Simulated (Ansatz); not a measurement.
The cluster Li₉Si⁻, relaxed as a singlet with RKS r2SCAN-D4/def2-SVPD in Ansatz, starting from packed atoms. Force threshold 0.02 eV/Å.

The restricted singlet is unstable towards broken spin symmetry at other levels; at r2SCAN-D4/def2-SVPD this wasn't settled. The highest occupied level of the charge -1 singlet lies above zero (up to 0.09 eV). The electron is either unbound and held by the finite basis, or the level is raised by self-interaction error. Another isomer (singlet) lies 0.36 eV lower at PBE0-D4/def2-TZVPD; other spin states weren't run for this one.

Start:

```xyz
10

Li   -3.6165   -1.0146    0.2467
Li   -1.7035   -2.7054    0.1183
Li    2.5042   -0.1476   -0.2247
Li   -2.5486    1.5708    0.3430
Li    2.3688    2.9050   -0.1496
Li   -0.5033    3.1843    0.2952
Li   -1.1360   -0.3272   -0.0418
Li    0.7885   -2.0912   -0.0937
Li    3.2153   -2.5897   -0.3907
Si    0.6312    1.2153   -0.1027
```

Estimate the energy that the relaxation releases and the steps that it takes.

3.15 eV, in 27 steps; 1.7 min on 4 threads of Arm Neoverse V1 on a shared host. No frequencies were taken in this run, so the end may be a saddle point.

Does the start keep its bonding?

Bonds lost: Li1–Li7, Li2–Li7, Li2–Li8, Li3–Li8, Li4–Li6, Li4–Li7, Li5–Li6, Li8–Li9 (atoms count from 1). Bonds formed: Li4–Si10, Li8–Si10 (atoms count from 1). Metal–metal contacts that move far: Li3–Li9 2.55 to 3.21 Å, Li1–Li2 2.56 to 3.18 Å.

Predict the relaxed structure.


```xyz
10

Li   -2.925   -1.272    1.125
Li   -1.169   -3.607   -0.133
Li    2.394    0.420   -1.019
Li   -1.793    1.723    1.136
Li    1.672    2.777    1.460
Li    0.222    3.041   -1.423
Li   -0.805   -0.538   -1.243
Li    0.331   -1.078    1.225
Li    1.685   -2.697   -1.275
Si    0.389    1.231    0.147
```
Bond lengths (bridged metal pairs left out): 6 × Li–Si 2.40 to 2.55 Å; 1 × Li–Li 2.77 Å.
